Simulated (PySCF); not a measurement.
From one molecule to another.

First species: (E)-diethyl(styryl)phosphine oxide, C12H17OP.
SMILES: `CCP(=O)(/C=C/c1ccccc1)CC`

Second species: C6H8SSi.
SMILES: `[SiH3]Sc1ccccc1`

Levels: wB97X-D/def2-SVPD for dipole moment, HOMO energy, LUMO energy, HOMO–LUMO gap, static isotropic polarisability and electronic spatial extent ⟨r²⟩ about the centre of nuclear charge; TDDFT wB97X-D/def2-SVPD for lowest singlet excitation; TDA wB97X-D/def2-SVPD for lowest triplet excitation (Tamm–Dancoff); PBE0-D3(BJ)/def2-SVP for rotational constant A and rotational constant C. Geometries: PBE0-D3(BJ)/def2-SVP. Each species is one conformer at its optimised geometry, gas phase, non-relativistic unless stated. Electronic properties by PySCF.

Dipoles, sizes and rotational constants follow the conformer. The torsions of the flexible species, by atom-mapped SMILES:
- `[CH3:1][CH2:2][P:3](=[O:4])(/[CH:5]=[CH:6]/[c:7]1[cH:8][cH:9][cH:10][cH:11][cH:12]1)[CH2:13][CH3:14]`: C1–C2–P3–O4 51°, C2–P3–C5–C6 -123°, C5–C6–C7–C8 -178°, C2–P3–C13–C14 175°
- `[SiH3:1][S:2][c:3]1[cH:4][cH:5][cH:6][cH:7][cH:8]1`: Si1–S2–C3–C4 3°

| property | column X | column Y |
| --- | --- | --- |
| dipole moment | 3.97 D | 1.27 D |
| HOMO energy | -8.55 eV | -8.21 eV |
| LUMO energy | 0.09 eV | 1.16 eV |
| HOMO–LUMO gap | 8.64 eV | 9.37 eV |
| lowest singlet excitation | 4.91 eV | 5.08 eV |
| lowest triplet excitation (Tamm–Dancoff) | 3.23 eV | 3.95 eV |
| static isotropic polarisability | 177.4 au | 118.8 au |
| electronic spatial extent ⟨r²⟩ about the centre of nuclear charge | 4669 bohr² | 1582 bohr² |
| rotational constant A | 1.309 GHz | 3.539 GHz |
| rotational constant C | 0.245 GHz | 0.703 GHz |

Q: Which column belongs to which species?

A: Column X is the first species and column Y the second. The first has 31 atoms and 112 electrons, the second 16 and 74.

Q: How does each property change from the first species to the second?

A: dipole moment -2.70 D; HOMO energy +0.34 eV; LUMO energy +1.07 eV; HOMO–LUMO gap +0.73 eV; lowest singlet excitation +0.17 eV; lowest triplet excitation (Tamm–Dancoff) +0.72 eV; static isotropic polarisability -58.6 au; electronic spatial extent ⟨r²⟩ about the centre of nuclear charge -3087 bohr²; rotational constant A +2.230 GHz; rotational constant C +0.458 GHz.

On the first: The principal polarisabilities are 130.7, 153.2 and 248.3 au; their mean is the isotropic value. In atomic units the dipole is 1.56 e·bohr (1 au = 2.5417 D).

On the second: The 10 singlets span 5.08 to 7.33 eV, and their oscillator strengths add up to 0.90. No computed singlet falls in the visible range (750 to 380 nm, 1.65 to 3.26 eV); S1 lies 1.82 eV above its blue end.
